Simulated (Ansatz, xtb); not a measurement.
## Isomers of CH11NSi3 in order of energy

4 gas-phase structures of CH11NSi3, from a drawn sample of its isomers (lower ones may exist). Each was relaxed with GFN2-xTB; where two conformers were screened, the lower at r2SCAN-D4/def2-SVP is listed:

A. `C[Si@@H]([SiH3])N[SiH3]`, a singlet
B. `C[SiH2]N[SiH2][SiH3]`, a singlet
C. `C[SiH2]N([SiH3])[SiH3]`, a singlet
D. `CN([SiH3])[SiH2][SiH3]`, a singlet

Problem. Estimate their order in r2SCAN-D4/def2-SVP energy at these geometries, lowest first.

Solution. Calculated order at r2SCAN-D4/def2-SVP: C (0.0), B (52.8), A (54.3), D (128.8) kJ/mol. Less than 1 kcal/mol parts B and A, so the order within that pair means little.

Energies above the lowest of each column, in kJ/mol; the last columns are at B3LYP-D3(BJ)/def2-SVP geometries and were run for some of them only (a dash: not run or not comparable):

```csv
structure,GFN2-xTB,HF/STO-3G,r2SCAN-D4/def2-SVP,B3LYP-D3(BJ)/def2-SVP,CCSD(T)/def2-SVP + ΔMP2/def2-TZVPP
C,0.0,0.0,0.0,0.0,0.0
B,102.2,33.3,52.8,48.3,59.4
A,102.1,35.3,54.3,50.2,61.4
D,90.2,97.7,128.8,–,–
```

Every level run on C puts it lowest or level with the lowest. Flexible structures stand in one conformer each, not always the lowest. Frequencies (GFN2-xTB) were run for A, B, C alone. ΔMP2 is the change of the MP2 energy from the smaller to the larger basis.

Over these structures GFN2-xTB departs from r2SCAN-D4/def2-SVP by 34.0 kJ/mol on average once a common shift is removed. A GFN2-xTB relaxation took about 0.35 s and the r2SCAN-D4/def2-SVP energy about 3.1 s on a shared host (Ansatz 0.2.0, xtb 6.7.1).
